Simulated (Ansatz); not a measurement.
`[NH2][V]([NH2])([F])=[S]` at its PBE0-D4/def2-TZVP geometry, where that method's forces vanish. The species carries charge 0 and has multiplicity 1.

```xyz
9

N     0.9572   -0.6894   -1.0147
V     0.3141    0.4749    0.2186
N    -1.3463    0.0063    0.7773
F     1.3772    0.4417    1.5996
S     0.1765    2.2648   -0.6541
H     1.0308   -1.6803   -0.8242
H     1.2097   -0.4700   -1.9653
H    -2.1886    0.5483    0.6667
H    -1.5305   -0.8961    1.1961
```

What forces (eV/Å) does ωB97M-V/def2-TZVPP give on these atoms in Ansatz? (Estimate.)

Ansatz gave: 
```
N1   0.048 -0.048 -0.047
V2  -0.112  0.385 -0.294
N3  -0.069 -0.013  0.044
F4   0.092 -0.005  0.121
S5   0.035 -0.341  0.177
H6  -0.004  0.037 -0.010
H7  -0.016 -0.019  0.028
H8   0.022 -0.030 -0.001
H9   0.004  0.034 -0.017
```
